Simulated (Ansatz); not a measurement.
Relaxation of CH7BN2O (12 atoms, charge 0, multiplicity 1), to a largest force component of 0.015 eV/Å in at most 40 steps.

Method: Ansatz, RKS BHLYP-D4/6-31G.

```xyz
12
Properties=species:S:1:pos:R:3:forces:R:3
N -0.596 1.071 0.863 -2.94 -2.08 -0.63
B 0.097 -0.102 0.305 1.15 0.20 0.26
N 0.360 -1.289 1.195 2.90 2.71 1.58
C 0.676 -0.118 -1.213 -4.45 -1.64 1.69
O 0.280 1.059 -1.885 0.05 1.11 -1.14
H -0.879 0.945 1.851 0.57 0.26 -0.80
H -1.524 1.179 0.340 2.12 0.99 0.61
H -0.485 -1.620 1.564 -1.38 -0.93 0.71
H 0.939 -0.917 2.069 -1.36 -1.38 -2.43
H 1.707 -0.249 -1.188 1.72 -0.15 -0.35
H 0.145 -1.003 -1.712 1.36 0.69 0.53
H -0.644 0.988 -2.154 0.25 0.22 -0.02
```

Question: Where does it end, and by what steps?

Answer: The forces met the threshold. Limits of this set-up: no polarisation functions. After 16 steps the energy has fallen by 2.544 eV; H9 moved furthest, 1.51 Å.

| step | energy less start (eV) | largest force component (eV/Å) | accepted |
| --- | --- | --- | --- |
| 0 | 0.0000 | 4.447 | yes |
| 1 | -0.9300 | 2.193 | yes |
| 2 | -1.4036 | 1.792 | yes |
| 3 | -1.6427 | 1.249 | yes |
| 4 | -1.8351 | 0.888 | yes |
| 5 | -2.0222 | 0.864 | yes |
| 6 | -2.1938 | 1.044 | yes |
| 7 | -2.3505 | 0.870 | yes |
| 8 | -2.4447 | 0.799 | yes |
| 9 | -2.5111 | 0.386 | yes |
| 10 | -2.5247 | 0.436 | yes |
| 11 | -2.3876 | 1.127 | no |
| 12 | -2.5408 | 0.241 | yes |
| 13 | -2.5407 | 0.244 | no |
| 14 | -2.5430 | 0.093 | yes |
| 15 | -2.5436 | 0.031 | yes |
| 16 | -2.5436 | 0.007 | yes |

```xyz
12
Properties=species:S:1:pos:R:3
N -0.861 0.949 0.763
B -0.012 -0.119 0.416
N 0.254 -1.209 1.275
C 0.677 -0.047 -1.011
O 0.033 0.922 -1.891
H -1.350 1.037 1.629
H -0.945 1.725 0.137
H -0.107 -1.280 2.205
H 0.832 -1.978 1.002
H 1.700 0.309 -0.919
H 0.732 -1.022 -1.502
H -0.876 0.656 -2.069
```

Whether the end is a true minimum wasn't checked by a vibrational analysis.

The run took 61 s on 1 thread of Arm Neoverse V1, on a shared host, peak memory 0.16 GiB.
